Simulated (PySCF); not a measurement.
Atoms are numbered as in `[CH2:1]=[CH:2][SiH2:3][F:4]` (H(Xn): hydrogen on atom n). Ha(C1) is cis to Si3; Hb(C1) is trans to Si3.

Level of theory: shielding tensors at PBE/pcSseg-2 (GIAO), PBE0-D3(BJ)/def2-SVP geometry, in PySCF 2.14.0 with density-fitted response routines (equivalent nuclei averaged, no solvent, non-relativistic, a single conformation).

Referencing at the same level of theory: TMS for 13C, 1H, 29Si; 19F against CFCl3.

```
 atoms  nucleus  count  δ (ppm)
    C1      13C      1        ?
    F4      19F      1   -223.9
H(Si3)       1H      2     5.40
Hb(C1)       1H      1     6.62
    C2      13C      1    145.6
   Si3     29Si      1     -1.5
 H(C2)       1H      1        ?
Ha(C1)       1H      1     6.42
```

**Question.** Fill in the missing shifts.

**Answer.** 
- C1: 149.9 ppm, terminal =CH2 carbon; an sp2 carbon of a C=C bond
- H(C2): 6.85 ppm, hydrogen on an alkene CH; attached to an sp2 carbon and in the plane of the double bond

Shifts are as computed, not scaled to solution data. Of 1211 compounds with measured shifts, 218 miss one by over three times the rms of a fit or turn the order of signals round; such compounds aren't used in these exercises. Unscaled 19F shifts against computed CFCl3 carry errors that often reach 10 to 50 ppm.
